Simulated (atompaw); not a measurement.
## PBE PAW (atompaw) dataset for Au (Z = 79), scalar-relativistic all-electron reference.

atompaw 4.2.0.5 was run on this input:

```
Au 79
GGA-PBE scalarrelativistic loggrid 2001 logderivrange -8 5 326
6 6 5 4 0 0
6 0 0
6 1 0
5 2 9
0 0 0
c
c
c
c
c
v
c
c
c
v
v
c
c
v
c
2
2.45 2.05 1.85 2.25
y
-0.95
n
n
y
1.95
n
custom rrkj gramschmidtortho sinc
bessel
2.45
2.45
1.80
2.45
2.45
1.55
PWSCFOUT
UPFDX 0.0125d0 UPFXMIN -7.d0 UPFZMESH 79.d0
END
```

Command:

```bash
atompaw < Au.input > Au.log
```

Output (summary file):

```
Completed calculations for Au (AE)

 Exchange-correlation type: GGA, Perdew-Burke-Ernzerhof

 Radial integration grid is logarithmic
 r0 =   8.6915222E-05 h =   6.8663025E-03   n =      2001 rmax =   8.0000000E+01

 Scalar relativistic calculation

 AEatom converged in  39 iterations
   nz     =  79.00
   delta  =       1.612848137078E-15

 All Electron Orbital energies:
  n  l      occupancy      energy
  1  0      2.0000000E+00 -5.9394527E+03
  2  0      2.0000000E+00 -1.0492424E+03
  3  0      2.0000000E+00 -2.4886690E+02
  4  0      2.0000000E+00 -5.5266810E+01
  5  0      2.0000000E+00 -9.5553461E+00
  6  0      0.0000000E+00 -1.6726035E+00
  2  1      6.0000000E+00 -9.0713312E+02
  3  1      6.0000000E+00 -2.0765662E+02
  4  1      6.0000000E+00 -4.1756910E+01
  5  1      6.0000000E+00 -5.9751811E+00
  6  1      0.0000000E+00 -1.0739797E+00
  3  2      1.0000000E+01 -1.6368360E+02
  4  2      1.0000000E+01 -2.5549547E+01
  5  2      9.0000000E+00 -2.0090447E+00
  4  3      1.4000000E+01 -7.5583558E+00

 Total energy
   Total                    :   -38021.49130215089099

 ---
 Completed calculations for Au (SC)

 Exchange-correlation type: GGA, Perdew-Burke-Ernzerhof

 Radial integration grid is logarithmic
 r0 =   8.6915222E-05 h =   6.8663025E-03   n =      2001 rmax =   8.0000000E+01

 Scalar relativistic calculation

 SCatom converged in   6 iterations
   nz     =  79.00
   delta  =       3.769157102023E-17

 Valence Electron Orbital energies:
  n  l      occupancy      energy
   6  0      0.0000000E+00 -1.6726035E+00
   5  1      6.0000000E+00 -5.9751811E+00
   6  1      0.0000000E+00 -1.0739797E+00
   5  2      9.0000000E+00 -2.0090447E+00

 Total energy
   Total                    :   -38021.49130212929595
   Valence                  :     -896.33194829410854

 PAW parameters:
       lmax =            2
         rc =    2.4615150165543400
        irc =         1494
   rc_shape =    2.0590531746843612
    rc_vloc =    1.8575290479498390
    rc_core =    2.2513089236103467
   Vloc: truncated form - Vps(r)=A.sin(qr)/r for r<rc
   Projector type: RRKJ pseudization + Gram-Schmidt ortho.
   Sinc^2 compensation charge shape zeroed at   2.0591E+00

 Number of basis functions     6
 No.   n  nodes  l      Energy         Cp coeff         Occ
  1    6    5    0   -0.1672604E+01  0.1000000E+01  0.0000000E+00
  2  999    6    0   -0.9500000E+00  0.4978181E-02  0.0000000E+00
  3    5    3    1   -0.5975181E+01  0.1000000E+01  0.6000000E+01
  4    6    4    1   -0.1073980E+01  0.6082919E+00  0.0000000E+00
  5    5    2    2   -0.2009045E+01  0.1000000E+01  0.9000000E+01
  6  999    3    2    0.1950000E+01  0.9253408E+00  0.0000000E+00

 Eigenvalues of overlap operator (in the basis of projectors):
    1        1.63702185E-01
    2        6.85972762E-01
    3        6.94740619E-01
    4        1.74853396E+00
    5        5.44846056E+00
    6        2.59853362E+01

 Orbital leakage outside PAW augmentation regions
   orb  is_core?  %out_of_sphere
   1 0    T           0.00
   2 0    T          -0.00
   3 0    T           0.00
   4 0    T           0.00
   5 0    T           0.03
   6 0    F          44.37
   2 1    T           0.00
   3 1    T           0.00
   4 1    T           0.00
   5 1    F           0.27
   6 1    F          72.29
   3 2    T           0.00
   4 2    T           0.00
   5 2    F           7.19
   4 3    T           0.00

 Summary of PAW energies
   Total valence energy     :   -896.33267816447142
   Smooth energy            :     56.43046655211299
   One center               :   -952.76314471658441
   Smooth kinetic           :     40.19569139753547
   Vloc energy              :     10.95508047102762
   Smooth exch-corr         :    -10.58554453578277
   One-center xc            :   -712.68084614030386
```

The run took about 14 s on one core of a shared server CPU.
